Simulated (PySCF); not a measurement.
A PySCF script (with the pyscf-properties extension) for the NMR shieldings of C4H10BN3, on a GFN2-xTB geometry:

```python
import basis_set_exchange as bse
import numpy as np
from pyscf import gto, dft
from pyscf.prop import nmr

atoms = """
C    -2.729118    0.284906    0.726507
N    -1.439298   -0.368064    0.716081
B    -0.473567   -0.325377   -0.266392
C    -0.726725    0.517203   -1.520430
N    -0.883926    1.162475   -2.457644
C     0.908038   -1.108674   -0.122589
C     2.125842   -0.227294   -0.429855
N     2.196661    0.861950    0.535212
H    -2.880751    0.808297   -0.215597
H    -3.529738   -0.447366    0.855976
H    -2.789340    1.008789    1.543651
H    -1.270617   -0.899107    1.559593
H     1.030037   -1.514205    0.883291
H     0.929829   -1.954276   -0.815458
H     2.061958    0.125508   -1.473008
H     3.046427   -0.810365   -0.328114
H     3.026057    1.423294    0.372464
H     1.389471    1.468623    0.424656
"""
names = dict.fromkeys(["C", "N", "B", "H"], "pcSseg-1")
basis = {el: gto.basis.parse(bse.get_basis(n, elements=[el], fmt="nwchem")) for el, n in names.items()}
mol = gto.M(atom=atoms, basis=basis, charge=0, verbose=0)
mf = dft.RKS(mol, xc="PBE0")
mf.grids.level = 2
mf.grids.alignment = dft.numint.BLKSIZE   # the property module wants whole blocks of grid points
mf.conv_tol = 1e-9
mf.kernel()

calc = nmr.RKS(mf)   # GIAO
C = mf.mo_coeff
Co = C[:, mf.mo_occ > 0]
resp = mf.gen_response(singlet=True, hermi=2)
def vind(x):   # induced exchange potential for any number of trial vectors
    d = np.einsum("pi,xij,qj->xpq", C, 2 * x.reshape(-1, C.shape[1], Co.shape[1]), Co, optimize=True)
    return np.einsum("xpq,pi,qj->xij", resp(d - d.transpose(0, 2, 1)), C, Co, optimize=True).ravel()
mo1, _ = nmr.rhf.solve_mo1(calc, with_cphf=vind)
sigma = calc.kernel(mo1)
for i, s in enumerate(sigma):   # ppm
    w = np.linalg.eigvalsh((s + s.T) / 2)
    print("%2d %-2s iso %8.1f  s11 %8.1f  s22 %8.1f  s33 %8.1f" % (i, mol.atom_pure_symbol(i), w.mean(), *w))
```

**Question.** Give the expected output.

**Answer.** 
```
 0 C  iso    150.1  s11    128.6  s22    136.6  s33    185.2
 1 N  iso    125.9  s11      4.3  s22    165.5  s33    207.7
 2 B  iso     69.3  s11     19.4  s22     79.9  s33    108.6
 3 C  iso     59.1  s11    -59.9  s22    -53.9  s33    291.0
 4 N  iso    -94.9  s11   -272.7  s22   -254.1  s33    242.0
 5 C  iso    157.7  s11    145.3  s22    154.9  s33    172.8
 6 C  iso    141.9  s11    128.6  s22    137.1  s33    160.2
 7 N  iso    225.8  s11    187.2  s22    232.6  s33    257.5
 8 H  iso     27.9  s11     23.7  s22     28.9  s33     31.0
 9 H  iso     28.7  s11     24.2  s22     26.5  s33     35.4
10 H  iso     28.6  s11     24.1  s22     26.6  s33     35.1
11 H  iso     27.0  s11     20.5  s22     28.9  s33     31.5
12 H  iso     30.5  s11     26.7  s22     30.1  s33     34.8
13 H  iso     30.6  s11     26.8  s22     28.4  s33     36.7
14 H  iso     28.0  s11     24.4  s22     26.6  s33     33.0
15 H  iso     28.8  s11     24.3  s22     27.6  s33     34.6
16 H  iso     30.9  s11     23.7  s22     27.3  s33     41.8
17 H  iso     31.7  s11     24.6  s22     31.9  s33     38.7
```

These numbers come from an equivalent density-fitted implementation of the same equations, which agrees with the script to about 0.01 ppm for H and up to a few tenths of a ppm for heavy atoms, so last digits may differ.

Size and cost of the density-fitted run: 186 basis functions, 52 s wall time on 1 thread of an Arm Neoverse N1, shared host; peak memory 0.77 GiB.
